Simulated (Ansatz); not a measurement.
Ansatz (a quantum-chemistry and plane-wave program) input:

Ansatz 0.2 input:
```yaml
crystal:
  periodic: [false, false, false]
  atoms:
    - {symbol: Si, position_ang: [0.84518652, 0.42560736, -0.43148885]}
    - {symbol: C, position_ang: [2.30126450, -0.64793138, 0.00561617]}
    - {symbol: F, position_ang: [0.81453282, 1.65440861, 0.61068842]}
    - {symbol: N, position_ang: [-0.56852443, -0.52079691, -0.42287930]}
    - {symbol: Si, position_ang: [-2.13537392, -0.68470175, 0.26400196]}
    - {symbol: H, position_ang: [0.93267578, 1.03219073, -1.77755671]}
    - {symbol: H, position_ang: [2.41872100, -1.45003187, -0.72372072]}
    - {symbol: H, position_ang: [3.21266897, -0.04703364, 0.01934592]}
    - {symbol: H, position_ang: [2.17104423, -1.09386178, 0.99299260]}
    - {symbol: H, position_ang: [-2.25772017, -0.14195532, 1.63897990]}
    - {symbol: H, position_ang: [-2.54240481, -2.10856556, 0.26933206]}
    - {symbol: H, position_ang: [-3.03107259, 0.08006787, -0.64429406]}
basis:
  gaussian:
    orbitals: def2-TZVP
hamiltonian:
  xc: b3lyp
  dispersion: d3bj
magnetization: {spin_polarized: true, initial_magnetization: 1}
phonons: {temperatures: {t_min: 298.15, t_max: 298.15, t_step: 100}}
```

Problem. Predict the final energy.

Solution. -776.12305 Eh (B3LYP-D3(BJ)/def2-TZVP). The basis has 209 functions.

It need not be the lowest isomer of its formula.
